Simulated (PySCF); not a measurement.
# Structure from NMR data

Molecular formula: C3H6N2O2Si. Simulated spectra:

¹H NMR (400 MHz, computed): δ 8.53 (s, 1H), 5.33 (s, 2H), 5.08 (s, 3H).

¹³C{¹H} NMR (computed): δ 185.0 (C), 162.1 (CH), 61.4 (CH2).

PySCF 2.14 calculation with σ from GIAO-PBE0/pcSseg-1 and geometry from GFN2-xTB; gas phase, one conformer, non-relativistic, equivalent nuclei averaged.

δ = σ(ref) − σ, references computed at the same level: ¹H, ¹³C vs TMS.

Question: Which of these isomers gave the spectra?
A. C#C[Si@@](N)(O)NC=O
B. [SiH3]OCc1ncno1
C. COc1nnc([SiH3])o1
D. C[SiH2]Oc1ncno1

Answer: B. 

- The formula gives 3 degrees of unsaturation (1 ring in the answer).
- 3 carbon signals for 3 carbons: no two carbons are equivalent.
- Carbon types of the structure: 1 × C, 1 × CH, 1 × CH2, leaving 3 H on heteroatoms.
- δC 185.0: substituted aromatic carbon next to the ring oxygen.
- δC 162.1: aromatic CH between two ring heteroatoms.
- δC 61.4: sp3 CH2 bonded to O, on an aromatic ring; the inductive effect lowers its shielding.
- δH 8.53: hydrogen on an aromatic CH between two ring heteroatoms; it sits in the deshielding region of the aromatic ring current.
- δH 5.33: hydrogen on an sp3 CH2 bonded to O, on an aromatic ring; its carbon carries O, which withdraws density.

The others: C[SiH2]Oc1ncno1 has carbons computed at 180.6, 162.3, -3.4, with a different DEPT pattern; COc1nnc([SiH3])o1 would give 2 signals for carbon-bound and other non-exchanging H, not 3; C#C[Si@@](N)(O)NC=O would give 2 signals for carbon-bound and other non-exchanging H, not 3.

Shifts are as computed. Against solution values, carbons near 30 ppm lie about +3 ppm off and those near 130 ppm about +5 ppm. Of 1211 compounds with measured shifts, 218 miss one by over three times the rms of a fit or turn the order of signals round; such compounds aren't used in these exercises. No couplings were computed; multiplicities are counted from neighbouring protons, with m where these are inequivalent, close in shift, in a saturated or five-membered ring or joined by F or P, and br s for small geminal =CH2 splittings.
